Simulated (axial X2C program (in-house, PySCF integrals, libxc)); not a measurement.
## Correcting the dissociation energy of ScS for spin–orbit coupling

A spin-free CCSD(T) curve (one-electron X2C) was computed with an axial X2C code built on PySCF integrals, basis Sc dyall-cv3z [10s11p7d5f2g], S dyall-av3z [9s8p3d2f] (cores contracted in-house), for the state M_S = 1/2, Λ = 0 (beyond evenly filled blocks: σα). It gives D0 = 4.459 eV to Sc + S, which in a spin-free picture are the weighted means of the ground terms.

Correlated methods: 9 electrons correlated (number of frozen shells: Sc 3 s, 2 p; S 2 s, 1 p), 301 virtual spin orbitals or spinors in MP2, 90 natural virtuals in coupled cluster.

Measured levels of the ground terms (NIST Handbook of Basic Atomic Spectroscopic Data), in cm⁻¹: Sc 2D: J = 3/2 at 0, J = 5/2 at 168.3; S 3P: J = 2 at 0, J = 1 at 396.1, J = 0 at 573.6.

The molecular state has Λ = 0, so it has no first-order lowering.

(1) How far does each ground level lie under the (2J+1)-weighted mean of its term?

(2) Correct D0.

Second-order spin–orbit effects in the molecule, which grow quickly with Z, are left out. The state is one determinant whose occupation by symmetry is held fixed; it was picked as the lowest of a PBE0 search that is not exhaustive. Dissociation energies refer to the lowest single-determinant-based atoms at the same level and basis. Coupled cluster ran in a truncated set of natural virtual spinors; the MP2 energy of the rest was added. (T) has no such correction and the atoms are truncated less, which lowers De at CCSD(T) by a hundredth of an eV or more. The outer-core s and p shells of the metal are frozen in the correlated rows, which leaves out core–valence correlation; for alkali and alkaline-earth bonds that tends to lengthen them.

## Answers

(1) Sc: (4 × 0 + 6 × 168.3)/10 = 101 cm⁻¹; S: (5 × 0 + 3 × 396.1 + 1 × 573.6)/9 = 196 cm⁻¹.

(2) D0 = 4.459 + (0 − 297)/8065.5 = 4.422 eV at CCSD(T) with these spin–orbit terms. The direct two-component run gives 4.427 eV; the difference holds second-order terms in the molecule, scalar two-electron terms, the gap between measured and computed atomic splittings (a 2c atom can miss part of its lowering) and, in coupled cluster, the truncation of each run.
